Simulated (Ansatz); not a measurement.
A nudged elastic band was laid between two geometries of CH4OSi2 (8 atoms, charge 0, multiplicity 1).

Method: Ansatz, RKS PBE/cc-pVDZ.

```json
{
 "movable images": "9",
 "climbing image": "yes",
 "spring": "5.0 eV/Å²",
 "optimiser": "quadratic models (default)",
 "start path": "straight line",
 "force threshold": "0.03 eV/Å",
 "iteration limit": "60",
 "end points": "relaxed"
}
```

Image 0:

```xyz
8
Properties=species:S:1:pos:R:3
O 1.792 -1.874 1.045
C 1.452 -0.794 0.782
Si 0.939 0.998 0.670
Si -1.123 0.237 -0.321
H 1.757 1.070 -0.632
H -1.862 1.492 -0.726
H -1.003 -0.650 -1.538
H -1.952 -0.480 0.719
```

Image 10:

```xyz
8
Properties=species:S:1:pos:R:3
O 2.342 -0.909 -1.213
C 1.745 -0.424 -0.341
Si 0.897 0.117 1.232
Si -1.187 -0.050 0.031
H 1.230 1.563 0.822
H -1.283 0.707 -1.273
H -1.506 -1.503 -0.230
H -2.237 0.499 0.971
```

Problem. Which bonds break or form, and what moves?

Solution. No bond is made or broken. The dihedral C2–Si3–Si4–H7 goes from -55 to 71°. The two ends are copies of one structure, up to a mirror image or an exchange of like atoms.

Problem. Give the energies along the band, and the barrier.

Solution. The run converged. The highest image is number 5 of 0 to 10, 0.7 kcal/mol above the ends, which have the same energy within 2 meV. Another band between the same ends (9 images) ends at a top of the same energy, where a vibrational analysis finds 1 clearly imaginary mode.

```csv
image,path coordinate (Å),energy (kcal/mol),dihedral C2–Si3–Si4–H7 (°)
0,0.00,0.0,-55
1,0.40,0.1,-42
2,0.81,0.2,-30
3,1.21,0.4,-17
4,1.62,0.6,-4
5,2.02,0.7,9
6,2.42,0.7,21
7,2.81,0.4,34
8,3.21,0.2,46
9,3.61,0.1,58
10,4.00,0.0,71
```

Problem. What is the geometry of the highest image?

Solution. 
```xyz
8
Properties=species:S:1:pos:R:3
O 2.206 -1.702 -0.173
C 1.658 -0.750 0.207
Si 0.843 0.674 1.095
Si -1.189 0.123 -0.103
H 1.456 1.580 0.012
H -1.522 1.244 -1.058
H -1.138 -1.172 -0.879
H -2.314 0.004 0.900
```

The run took 10 min on 1 thread of Intel(R) Xeon(R) Processor @ 2.70GHz, on a shared host, peak memory 0.14 GiB.
